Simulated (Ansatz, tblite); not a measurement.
Removing an electron: VH₂Cl₂. The state is a doublet with charge 0. Geometry: PBE-D4/def2-TZVP. Ansatz, gas phase; energy differences of separate SCF runs; the oxidised species is a singlet (the triplet lies 1.57 eV higher at PBE0-D4/def2-TZVP).

```xyz
5

V    -0.096    0.010    0.021
H     1.182   -0.172    1.006
H     0.668   -0.029   -1.411
Cl   -0.649    2.051    0.260
Cl   -1.105   -1.861    0.124
```

The xTB rows come from tblite. No other spin state of charge 0 was run.

```json
{"level": "GFN2-xTB", "−HOMO (eV)": "–", "vertical IE (eV)": "13.55", "−LUMO (eV)": "–", "HOMO–LUMO gap (eV)": "–", "remarks": "–"}
{"level": "r2SCAN-D4/def2-TZVP", "−HOMO (eV)": "6.48", "vertical IE (eV)": "9.46", "−LUMO (eV)": "5.22", "HOMO–LUMO gap (eV)": "1.26", "remarks": "restricted SCF unstable in HF (+1 singlet)"}
{"level": "PBE0-D4/def2-TZVP", "−HOMO (eV)": "8.40", "vertical IE (eV)": "9.84", "−LUMO (eV)": "4.06", "HOMO–LUMO gap (eV)": "4.34", "remarks": "restricted SCF unstable in HF (+1 singlet)"}
```

Task: Estimate the rows for GFN1-xTB, PBE-D4/def2-TZVP.

Result: 
```csv
level,−HOMO (eV),vertical IE (eV),−LUMO (eV),HOMO–LUMO gap (eV),remarks
GFN1-xTB,–,14.20,–,–,–
PBE-D4/def2-TZVP,5.80,9.14,5.18,0.62,restricted SCF unstable in HF (+1 singlet)
```

Run but left out: HF/def2-TZVPP, MP2/def2-TZVPP (doublet: ⟨S²⟩ 1.32, where a pure state has 0.75); CCSD/def2-TZVPP, CCSD(T)/def2-TZVPP (charge +1 singlet: restricted singlet, unstable towards broken spin symmetry).  HOMO and LUMO are the levels of the spin that leaves or enters (xTB has no such levels and no spin-polarisation term). Other spin states of the ions may lie lower, which would lower the ionisation energy or raise the affinity. Raw xTB energy differences between charge states are shifted by several eV; the methods need an empirical correction for them.
